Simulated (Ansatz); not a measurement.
Species: CH$_{7}$ClNSi$_{2}$ (charge -1, singlet). It need not be the lowest isomer of its formula. Whether it binds its extra electron was not tested at this geometry. 
Coordinates optimised at B3LYP-D3(BJ)/def2-TZVP (Ansatz, a quantum-chemistry and plane-wave program):
```
N
H 1 1.0158
Si 1 1.7019 2 115.21
H 3 1.4867 1 111.34 2 -154.94
H 3 1.4971 4 105.59 1 128.39
H 3 1.4982 4 107.26 5 110.99
Si 1 1.8120 2 115.82 3 158.97
C 7 1.9407 1 96.41 2 37.33
H 8 1.0936 7 110.89 1 -167.19
H 8 1.0966 9 108.13 7 119.75
H 8 1.0970 9 107.85 10 117.15
Cl 7 2.3038 1 99.03 2 -57.38
```
Charge -1, spin multiplicity 1.

Basis-set convergence of Hartree-Fock and CCSD correlation energies (hartree) with Ansatz. Correlated levels leave the core frozen unless marked. No spin-orbit coupling. No relativistic terms.

| basis | functions | E(HF) | E(corr, CCSD) |
|---|---|---|---|
| aug-cc-pV(D+d)Z | 205 | -1133.89384 | -0.77561 |
| aug-cc-pV(T+d)Z | 418 | -1133.95939 | -0.91983 |
| aug-cc-pV(Q+d)Z | 749 | -1133.97414 | -0.96554 |

Extrapolating the two largest sets (X = 3 and 4) as X^-3: E(corr) = (64·(-0.96554) - 27·(-0.91983))/37 = -0.9989 Eh, an estimate of the basis-set limit. The largest set recovers 96.7 % of it, the smallest 77.6 %.
